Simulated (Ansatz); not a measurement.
The cluster Al₂SiO₅. Total charge 0; singlet. Geometry PBE-D4/def2-SVP; atoms count from 1.

```xyz
8

Al   -0.589    0.053    1.861
Al   -1.194   -0.227   -0.664
Si    1.157    0.066   -1.402
O    -0.331   -0.213   -2.183
O    -2.043   -0.243    0.792
O     0.461    0.079    0.148
O     2.586    0.237   -1.933
O    -0.046    0.248    3.381
```

Another isomer (singlet) lies 0.57 eV lower at PBE0-D4/def2-TZVP; other spin states weren't run for this one.

Estimate the Mulliken populations from the PBE0/def2-TZVP orbitals of Ansatz.


| atom | charge (e) |
| --- | --- |
| Al1 | 0.53 |
| Al2 | 0.71 |
| Si3 | 0.80 |
| O4 | -0.35 |
| O5 | -0.36 |
| O6 | -0.34 |
| O7 | -0.47 |
| O8 | -0.52 |
Mulliken values depend strongly on the basis.

And the Mayer bond orders between heavy atoms (over 0.3)?

Al1–O5 0.88 (1.83 Å); Al1–O6 0.42 (2.01 Å); Al1–O8 2.26 (1.63 Å); Al2–O4 1.14 (1.75 Å); Al2–O5 1.44 (1.68 Å); Al2–O6 0.76 (1.87 Å); Si3–O4 1.11 (1.70 Å); Si3–O6 1.01 (1.70 Å); Si3–O7 2.21 (1.53 Å).
